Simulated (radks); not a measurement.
Q: Spherical quantum dot in the effective-mass picture: electrons in a well V = -V0 / (1 + exp((r - R)/a)) with V0 = 7.94, R = 5.47, a = 0.47, with a point charge +1 (a donor) at the centre, all in effective atomic units (hartree* = m*/eps^2 hartree, bohr* = eps/m* bohr), one dielectric constant everywhere. Calculated with a radial shooting solver with Libxc functionals: non-relativistic Kohn-Sham, LDA (Slater exchange, Perdew-Wang correlation), spin-polarised, spherical densities. Levels are named by radial order and angular momentum (1s, 1p, 1d, 2s, ...), and open shells are averaged over m. Results are scaled to m* = 0.413 and eps = 9.2, for which hartree* = 132.8 meV and bohr* = 1.179 nm. At N = 12 the configuration is 1s2 1p6 1d(up 4, down 0). Does electron 13 go into 1d up or 2s up or 2s down?

A: Into 1d up. The total energies of the other choices lie higher by 3.18 meV (2s up), 5.49 meV (2s down).
